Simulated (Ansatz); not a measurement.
Reaction (ligand exchange at the Si–O bond): `[OH][Ga]([OH])[O][SiH3]` + `C1[SiH2][AsH]1` → `[SiH3][As]1C[SiH2]1` + `[OH][Ga]([OH])[OH]`

Computed with Ansatz on PBE0-D4/def2-TZVP structures; ΔE is electronic, products minus reactants. CCSD(T)/CBS is the MP2 limit (def2-TZVPP, def2-QZVPP) plus CCSD(T) − MP2 in def2-TZVPP, frozen cores. DFT in def2-TZVPP. B3LYP here is the variant with VWN-RPA as its local correlation; programs differ in this. For As, Ga outer-core shells are correlated without core-valence functions, which leaves a few kJ/mol of doubt a bond. Scalar relativity is left out up to krypton. One conformer a species, not always the lowest.

(1) Is it downhill or uphill in electronic energy at CCSD(T)/CBS, and by how much? (Estimate.)

(2) What do these levels give: B3LYP-D4, B2PLYP, PBE, SCS-MP2/def2-TZVPP, CCSD/def2-TZVPP, HF/CBS(def2)? (An estimate is asked.)

Largest T1 diagnostic among the species: 0.014.

## Answers

(1) The calculation gave: Uphill: ΔE = +13.7 kcal/mol.

(2) Computed: B3LYP-D4 14.7, B2PLYP 15.7, PBE 10.1, SCS-MP2/def2-TZVPP 15.8, CCSD/def2-TZVPP 16.0, HF/CBS(def2) 22.9 kcal/mol.

The D4 term adds −1.5 kcal/mol with B3LYP and −0.8 kcal/mol with PBE0; it sums over pairs of atoms, weighted by their polarisabilities, and B3LYP, whose exchange is more repulsive, gets the larger term. In def2-TZVPP, CCSD(T) changes the Hartree–Fock value by −7.5 kcal/mol (the triples alone add −1.3 kcal/mol) and MP2 by −8.6 kcal/mol. From PBE to PBE0 (25 % exact exchange), in def2-TZVPP and without D4, ΔE moves by +1.6 kcal/mol.
